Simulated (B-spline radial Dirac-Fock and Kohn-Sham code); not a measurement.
## Cu¹³⁺: non-radiative channels of the 1s vacancy

System: copper as Cu¹³⁺, configuration [Ne] 3s2 3p4.

The run's input, task.json:

```json
{"items": [{
  "Z": 29,
  "q": 13,
  "cfg": [[1, 0, 2], [2, 0, 2], [2, 1, 6], [3, 0, 2], [3, 1, 4]],
  "A": 63,
  "rrms": 3.8823,
  "do": ["binding", "quiet", "decay"],
  "holes": ["K", "L1", "L2", "L3", "M1"]
}]}
```

Run with: `python xray_run.py task.json out`

Level of theory: independent-particle rates on relativistic LDA orbitals of the hole state (multipoles up to L = 3, Coulomb Auger matrix elements, transition energies from Dirac-Fock); a radial B-spline solver. Kinetic energies are configuration averages from the vacuum level; the two-hole energies are estimated from single-hole states.

```
transition  kinetic energy (eV)  width (meV)  share (%)
    K-L1L1               6244.3         52.3        6.3
    K-L1L2               6396.0         61.6        7.4
    K-L1L3                    –          110       13.3
    K-L2L2               6524.4         11.3        1.4
    K-L2L3                    –          270       32.6
    K-L3L3                    –          149       18.0
    K-L1M1               7351.8         19.2        2.3
    K-L1M2               7396.1         7.97        1.0
    K-L1M3               7400.2         14.3        1.7
    K-L2M1               7496.6         9.58        1.2
    K-L3M1                    –         17.1        2.1
    K-L2M2               7542.5         2.75        0.3
    K-L2M3               7545.9         30.0        3.6
    K-L3M2                    –         29.6        3.6
    K-L3M3                    –         33.6        4.1
    K-M2M3               8516.5         3.00        0.4
```

A dash stands for an energy that rests on an unreliable hole state.

For K holes below about Z = 40 intermediate coupling redistributes the KLL shares among these jj groups. The listed channels hold 99 % of the non-radiative rate. Summed by principal shells, of 0.828 eV in all: KLL 79.0 %, KLM 19.8 %, KMM 1.2 %.

Values without a named source are computed, but for edge energies of neutral atoms, which are taken from tables.
